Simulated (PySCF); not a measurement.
selenium hexafluoride (F6Se), SMILES [Se](F)(F)(F)(F)(F)F.

The structure is a stationary point at B3LYP-D3(BJ)/def2-SVP.

Level of theory: TDA-PBE/def2-SVPD run with PySCF.

Vertical excitations; the highest root listed may be one member of a degenerate set. The molecule is in vacuum. State labels are in the subgroup D2h.

Computed UV-visible absorptions:
| state | symmetry | energy (eV) | λ (nm) | f | main pairs |
|---|---|---|---|---|---|
| S1 | B3g | 5.27 | 235 | 0.000 | HOMO→LUMO (degenerate set) |
| S2 | B2g | 5.27 | 235 | 0.000 | HOMO−1→LUMO (degenerate set) |
| S3 | B1g | 5.27 | 235 | 0.000 | HOMO−2→LUMO (degenerate set) |
| S4 | B2u | 6.00 | 206 | 0.000 | HOMO−4→LUMO (degenerate set) |
| S5 | B1u | 6.00 | 206 | 0.000 | HOMO−5→LUMO (degenerate set) |
| S6 | B3u | 6.00 | 206 | 0.000 | HOMO−3→LUMO (degenerate set) |
| S7 | B3u | 6.46 | 192 | 0.044 | HOMO−6→LUMO (degenerate set) |
| S8 | B2u | 6.46 | 192 | 0.044 | HOMO−7→LUMO (degenerate set) |
| S9 | B1u | 6.46 | 192 | 0.044 | HOMO−8→LUMO (degenerate set) |
| S10 | B3g | 7.58 | 164 | 0.000 | HOMO−11→LUMO 100 % |
| T1 | B3g | 4.92 | 252 | 0 | HOMO→LUMO (degenerate set) |
| T2 | B2g | 4.92 | 252 | 0 | HOMO−1→LUMO (degenerate set) |
| T3 | B1g | 4.92 | 252 | 0 | HOMO−2→LUMO (degenerate set) |
| T4 | B3u | 5.66 | 219 | 0 | HOMO−3→LUMO 100 % |
Triplets are in the Tamm–Dancoff approximation.
